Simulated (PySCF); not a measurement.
## Shapes and spin states of NbI₂

Level of theory: PBE0 in PySCF with Nb def2-SVP with ECP28, I def2-SVP with ECP28; scalar-relativistic core potentials, no spin–orbit coupling; density-fitted integrals.

Relaxations began from a few typed shapes and spin states; open shells are unrestricted. The search is not exhaustive: other isomers or separated fragments can lie lower, and high-lying points may rest on an excited occupation.

```csv
spin,group,bonds,angles,imaginary modes (cm⁻¹),ΔE (kJ/mol),ΔE with ZPE (kJ/mol)
quartet,D∞h,Nb–I 2.656 Å (×2),I–Nb–I 180.0°,none,0.0,0.0
broken-symmetry Ms = 1/2 (⟨S²⟩ 1.71),D∞h,Nb–I 2.644 Å (×2),I–Nb–I 180.0°,none,58.4,58.3
```

The lowest minimum found is the quartet D∞h: Nb–I 2.656 Å (×2); I–Nb–I 180.0°.

Formally Nb is in oxidation state +2, d3, with 3 unpaired electrons (the high-spin count). The Mulliken spin on Nb is 3.27. The polar-tensor charge on Nb, 1.09, is far below the formal one.

For the lowest minimum: open d and f shells are described by one determinant, and the ground state may have another occupation or spin. No spin–orbit coupling is included, which matters more the heavier the element.

The electron or spin density has lower symmetry than the nuclear frame for the broken-symmetry Ms = 1/2 (⟨S²⟩ 1.71) D∞h at 58.4 kJ/mol.
